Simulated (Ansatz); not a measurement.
`O[SiH2]C[SiH2]S` and `NC[SiH2]O` differ in one atom or group.

Ansatz, PBE0-D4/def2-TZVP geometries, multiplicity 1. Each molecule was computed in one conformer, which needn't be the lowest.

| property | `O[SiH2]C[SiH2]S` |
| --- | --- |
| size of the dipole moment (B3LYP/def2-TZVPP) / D | 2.36 |
| LUMO energy (PBE0/def2-TZVPP) / eV | -0.20 |
| LUMO energy (B3LYP/def2-TZVPP) / eV | -0.42 |
| HOMO–LUMO gap (ωB97M-V/def2-TZVPP) / eV | 11.02 |
| HOMO energy (ωB97M-V/def2-TZVPP) / eV | -9.56 |
| LUMO energy (PBE/def2-TZVPP) / eV | -1.05 |

Task: What does the change do to each property? (Best estimate.)

Result: Ansatz gave: 
| property | `NC[SiH2]O` | shift |
| --- | --- | --- |
| size of the dipole moment (B3LYP/def2-TZVPP) / D | 2.94 | 0.58 |
| LUMO energy (PBE0/def2-TZVPP) / eV | 0.47 | 0.67 |
| LUMO energy (B3LYP/def2-TZVPP) / eV | 0.16 | 0.58 |
| HOMO–LUMO gap (ωB97M-V/def2-TZVPP) / eV | 11.63 | 0.61 |
| HOMO energy (ωB97M-V/def2-TZVPP) / eV | -9.63 | -0.07 |
| LUMO energy (PBE/def2-TZVPP) / eV | -0.40 | 0.65 |

With PBE0 the HOMO rises by 0.11 eV and the LUMO rises by 0.67 eV, so the gap widens by about 0.56 eV. PBE moves the HOMO by 0.34 eV and ωB97M-V by -0.07 eV. Dipoles are sizes alone; their direction can turn.

B3LYP here is the variant with VWN-RPA as its local correlation; programs differ in this.
